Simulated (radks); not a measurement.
Results of a calculation; reference values are marked as such.
Problem. These are the eigenvalues of the occupied orbitals of an atom or ion with whole-number occupations (hartree). Code: a radial shooting solver on a logarithmic mesh with Libxc functionals. Model: Dirac Kohn-Sham, PBE, spin-unpolarised, spherical densities, point nucleus.

1s1/2: -521.0784
2s1/2: -69.42262
2p1/2: -62.82693
2p3/2: -60.84851
3s1/2: -10.62771
3p1/2: -8.29840
3p3/2: -8.00724
3d3/2: -3.94849
3d5/2: -3.90051
4s1/2: -1.69035
4p1/2: -1.15603
4p3/2: -1.12658

Which element is it, and in what charge state? The configuration may be excited. Open shells, if any, fill j = l - 1/2 first.

Solution. Z = 36, krypton, charge +2: Kr2+ in [Ar] 3d10 4s2 4p4. The list shows which subshells hold electrons but not how many an open one holds; the 1s level, -521.08 hartree, gives Z - s = 32.3 by -(Z - s)^2/2, which with screening and relativity narrows Z to a few neighbours, and the depths of the outer levels then fix element, charge and occupations together.
